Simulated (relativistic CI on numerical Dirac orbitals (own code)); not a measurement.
# Radial parameters of In XX

These numbers are calculated, not measured: Dirac-Coulomb-Breit CI, separate exchange-only KLI orbitals for each configuration, a model potential for QED, unscaled Slater integrals (own radial code, finite nucleus).

Slater integrals F^k, G^k are unscaled and averaged over j, outside the closed core [Ar] 3d10; ζ comes from projecting the Hamiltonian with its Breit term on Σ l·s of the shell.

- 4s4p: G^1(4s,4p) = 177910, ζ(4p) = 53826 cm⁻¹; <r>(4s) = 0.7405, <r^2>(4s) = 0.615, <r>(4p) = 0.7649, <r^2>(4p) = 0.6598 (bohr units).
- 4p²: F^2(4p,4p) = 135320, ζ(4p) = 53739 cm⁻¹; <r>(4p) = 0.7657, <r^2>(4p) = 0.6611 (bohr units).
- 4s4d: G^2(4s,4d) = 128930, ζ(4d) = 5958.7 cm⁻¹; <r>(4s) = 0.7408, <r^2>(4s) = 0.6155, <r>(4d) = 0.7949, <r^2>(4d) = 0.7205 (bohr units).

Averages of the first 10 configurations, taken without configuration mixing, which lowers the lowest level and can move excited configurations by several eV; other configurations of the list can lie among them:

| Configuration | Parity | States | Average energy above the lowest level (eV) |
| --- | --- | --- | --- |
| 4s² | even | 1 | 1.7 |
| 4s4p | odd | 12 | 47.3 |
| 4p² | even | 15 | 98.9 |
| 4s4d | even | 20 | 123.3 |
| 4d² | even | 45 | 247.4 |
| 4s4f | odd | 28 | 198.2 |
| 4p4d | odd | 60 | 172.3 |
| 4f² | even | 91 | 396.2 |
| 4p4f | even | 84 | 247.4 |
| 4d4f | odd | 140 | 321.2 |
